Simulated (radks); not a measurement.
Spherical jellium clusters: N electrons in a uniform positive sphere of charge N and radius rs N^(1/3), rs = 5.12 bohr. Method: non-relativistic Kohn-Sham, LDA (Slater exchange, Perdew-Wang correlation), spin-polarised, spherical densities; computed with a radial shooting solver with Libxc functionals. Levels are named by radial order and angular momentum (1s, 1p, 1d, 2s, ...), and open shells are averaged over m.

N = 2, configuration 1s2. This is the lowest configuration that the search found. Occupied and some empty levels:

level  occupation  eigenvalue (eV)  <r> (bohr)
1s              2          -2.6282       4.983
1p              0          -1.2385       6.866
2s              0         -0.23183       12.05

Energy (eV): total -3.31203, kinetic 2.1095, external -19.815, Hartree 9.8470, exchange-correlation -5.5775, background 10.124. Static polarisability (adiabatic kernel): 390.2 bohr^3, against R^3 = 268.4 for a classical metal sphere.
